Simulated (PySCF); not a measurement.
Vertical excitations of a molecule C₃H₉O₂Si, multiplicity 2 from PySCF with TDA-PBE/def2-SVPD, as energy in eV (oscillator strength): 0.59 (0.000), 0.96 (0.001), 1.70 (0.008), 2.38 (0.008), 2.98 (0.042), 3.95 (0.002). Geometry: r2SCAN-D4/def2-SVP. The values are those of a single conformer.

**Question.** Identify the compound among the candidates.
A. CCO[SiH](C)[O]
B. CO[Si](C)OC
C. CO[Si](C)(C)[O]

**Answer.** C, CO[Si](C)(C)[O]
